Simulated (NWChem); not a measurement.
CaH2SO; SMILES [OH][Ca][SH]

```xyz
5

Ca     0.4611    -0.4578     0.3387
O      0.2951    -2.3997    -0.0259
H      0.1492    -3.3196    -0.2481
S     -0.1672     2.0759     0.1921
H     -1.2316     1.8859    -0.6208
```
Atoms are numbered in this order, from 1.

The geometry was optimised at PBE0/def2-SVP.

Question: Give the principal values of the shielding tensors (ppm) of Ca1, O2, S4 from B3LYP/6-311G** (spherical d), GIAO (NWChem), with their diamagnetic and paramagnetic parts as GIAO splits them.

Answer: 
| atom | σ11 | σ22 | σ33 | isotropic | diamagnetic | paramagnetic |
|---|---|---|---|---|---|---|
| Ca1 | 816.4 | 824.2 | 1377.4 | 1006.0 | 1419.4 | -413.4 |
| O2 | 156.5 | 165.2 | 413.0 | 244.9 | 391.5 | -146.5 |
| S4 | 701.7 | 704.4 | 809.8 | 738.6 | 1057.6 | -319.0 |
